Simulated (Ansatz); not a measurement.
`F/[C]([AlH2])=C\[SiH3]`, relaxed with RKS PBE0-D4/def2-TZVP in the Gaussian-basis code of Ansatz from a PBE-D4/def2-SVP geometry. The force threshold is 0.005 eV/Å; the program also tests the step.

Total charge 0; spin multiplicity 1.

Start:

```xyz
11

F    -1.240    1.267   -0.061
C    -0.047    0.692   -0.418
Al    1.087    1.661   -1.716
C     0.264   -0.497    0.154
Si   -0.866   -1.363    1.393
H     2.466    0.951   -2.102
H     0.620    3.064   -2.315
H     1.227   -0.948   -0.142
H    -2.208   -1.659    0.782
H    -1.077   -0.509    2.613
H    -0.226   -2.658    1.812
```

| step | energy (eV) | largest force (eV/Å) | largest move (Å) |
| --- | --- | --- | --- |
| 1 | -19352.6369 | 0.554 | 0.000 |
| 2 | -19352.6732 | 0.134 | 0.031 |
| 3 | -19352.6756 | 0.036 | 0.010 |
| 4 | -19352.6756 | 0.034 | 0.005 |
| 5 | -19352.6758 | 0.014 | 0.006 |
| 6 | -19352.6759 | 0.017 | 0.011 |
| 7 | -19352.6759 | 0.016 | 0.002 |
| 8 (rejected) | -19352.6759 | 0.017 | 0.008 |
| 9 | -19352.6760 | 0.004 | 0.004 |

End:

```xyz
11

F    -1.242    1.273   -0.053
C    -0.058    0.699   -0.409
Al    1.080    1.642   -1.700
C     0.243   -0.473    0.152
Si   -0.856   -1.356    1.381
H     2.437    0.911   -2.059
H     0.641    3.030   -2.315
H     1.191   -0.912   -0.146
H    -2.178   -1.664    0.778
H    -1.063   -0.523    2.594
H    -0.196   -2.627    1.776
```

It took 36 s on 4 threads of an Arm Neoverse V1 on a shared host, with 0.55 GiB of host memory at the peak.
